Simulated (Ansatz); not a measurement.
Computed with Ansatz on PBE0-D4/def2-TZVP structures; ΔE is electronic, products minus reactants. CCSD(T)/CBS adds triple-zeta CCSD(T) − MP2 to the extrapolated MP2 energy (def2 sets, frozen cores). For Ge outer-core shells are correlated without core-valence functions, which leaves a few kJ/mol of doubt a bond. Scalar relativity is left out up to krypton. One conformer a species, not always the lowest.

Reaction (redistribution): `C[SiH2]C(=N)O` + `Cl[SiH2][O][GeH3]` → `C[SiH2]O[SiH2]Cl` + `N=[C](O)[GeH3]`

```
            species  CCSD(T)/CBS(def2) energy (Eh)
    `C[SiH2]C(=N)O`                     -499.27173
`Cl[SiH2][O][GeH3]`                    -2903.25837
 `C[SiH2]O[SiH2]Cl`                    -1155.53126
   `N=[C](O)[GeH3]`                    -2247.02262
```

(1) Work out ΔE.

Largest T1 diagnostic among the species: 0.014.

Answers

(1) ΔE = (-1155.53126) + (-2247.02262) − (-499.27173) − (-2903.25837) = -0.02378 Eh = -62.4 kJ/mol.
